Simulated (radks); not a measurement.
Values are calculated unless marked as measured or tabulated.
Question: Rb XXXV, 3 electrons, occupied as [He] 2s1. Level of theory: scalar-relativistic Kohn-Sham, LB94 model potential, spin-polarised, spherical densities, finite nucleus; open shells are filled with parallel spins first (spin-orbit coupling, left out, can overturn this in heavy ions); Fermi nuclear charge, rms radius 4.2036 fm (a radial shooting solver on a logarithmic mesh with Libxc functionals). Some entries of the table are withheld. Estimate them.

orbital  occ.  eigenvalue (hartree)  <r^2> (bohr^2)  <1/r> (bohr^-1)
1s up       1             -663.2420        0.002147            38.07
1s down     1             -663.0723        0.002154            38.03
2s down     0             -160.5066         0.03110            9.297
2s up       1             -159.9947         0.03139            9.225
2p down     0             -156.6145         0.02309              (1)
2p up       0             -155.6735         0.02339              (2)
3s down     0             -70.24681          0.1580            4.050
3s up       0             -70.19141          0.1581            4.054

Answer: 
(1) 2p down <1/r> (bohr^-1): 9.081
(2) 2p up <1/r> (bohr^-1): 9.035
